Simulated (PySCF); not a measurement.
Electron correlation in Rh²⁵⁺ (rhodium, charge +25)

[Ar] 3d2, high-spin 3F determinant. All numbers are calculated (PySCF 2.14, the spin-free X2C one-electron Hamiltonian (Gaussian nucleus), in an even-tempered Gaussian basis (18 s from 3.1 bohr⁻², ratio 2.5; 12 p from 4.1 bohr⁻², ratio 2.5; 8 d from 4.1 bohr⁻², ratio 2.5; 4 f from 14 bohr⁻², ratio 2.7; 3 g from 21 bohr⁻², ratio 2.7)). Frozen: [Ne]; 10 electrons correlated; the 30 highest virtual orbitals of each spin left out.

MP2 pair energies summed by pair of shells (mhartree):

| pair | energy | share (%) |
| --- | --- | --- |
| 3p-3p | -228.68 | 53.8 |
| 3p-3d | -107.51 | 25.3 |
| 3s-3p | -53.73 | 12.6 |
| 3s-3d | -18.95 | 4.5 |
| 3s-3s | -11.08 | 2.6 |
| 3d-3d | -5.10 | 1.2 |

Total MP2 correlation energy: -425.06 mhartree.

At this charge the one-electron X2C treatment keeps the bare 1/r₁₂, with no two-electron picture change or Breit term. The effect here is smaller than on the frozen 1s shell; and a scalar Hamiltonian misses the large spin-orbit splitting of the p shells, which matters for ns² → np² pairs.
